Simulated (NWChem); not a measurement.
ZnH$_{2}$O$_{2}$; SMILES [OH][Zn][OH]

```xyz
5

Zn     0.0000     0.0000     0.0066
O      0.0484     1.7648    -0.0711
H     -0.6143     2.2049     0.4703
O     -0.0484    -1.7648    -0.0711
H      0.6143    -2.2049     0.4703
```
Atoms are numbered in this order, from 1.

Program: NWChem. Geometry: optimised at PBE0/def2-SVP. Ions are spin-unrestricted doublets at the neutral geometry; other ion states weren't tried.

For level PBE/def2-SVP:

| Item | Value |
|---|---|
| vertical ionisation energy, ΔSCF (eV) | 9.77 |
| −ε(HOMO) (eV) | 5.91 |

**Question.** How do the values read with level CAM-B3LYP/def2-SVP instead?

**Answer.** The vertical ionisation energy, ΔSCF (eV) is 10.59. The −ε(HOMO) (eV) comes out as 9.17.
